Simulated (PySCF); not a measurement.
The PySCF input:
```python
from pyscf import gto, scf, dft

mol = gto.Mole()
mol.atom = '''
    C     1.89015265   -0.33556349    1.03577895
    O     0.54829561   -0.31085403    0.65990196
    B     0.05977455    0.31889220   -0.52195332
    O     0.88731364    0.90391577   -1.30066654
    O    -1.30614256    0.19594620   -0.65525112
    C    -2.08635764   -0.47654888    0.28250663
    H     2.28055546    0.67262022    1.19961710
    H     2.50611279   -0.85163567    0.29418992
    H     1.92245532   -0.89085602    1.97864220
    H    -2.81906205    0.21647431    0.70622354
    H    -2.59234078   -1.31564720   -0.20387592
    H    -1.45509708   -0.86480594    1.09338195
'''
mol.basis = 'def2-sv(p)'
mol.spin = 1
mol.verbose = 4
mol.build()

mf = dft.UKS(mol)
mf.xc = 'bp86'
mf = mf.density_fit(auxbasis='def2-universal-jkfit')
mf.kernel()
mf.analyze()
```

Problem. What HOMO energy does DF-BP86/def2-SV(P) (PySCF) give?

Solution. -6.61 eV

Problem. Predict the dipole moment from DF-BP86/def2-SV(P).

Solution. 2.80 D

Problem. Predict the number of basis functions from DF-BP86/def2-SV(P).

Solution. 96

Problem. Estimate the total energy that DF-BP86/def2-SV(P) returns for this input.

Solution. -330.1164 Eh

Problem. Give the nuclear repulsion energy at the level DF-BP86/def2-SV(P).

Solution. 233.6236 Eh

Problem. Predict the <S^2> from DF-BP86/def2-SV(P).

Solution. 0.753

These values belong to the state on which the SCF converged, which isn't shown to be the lowest.
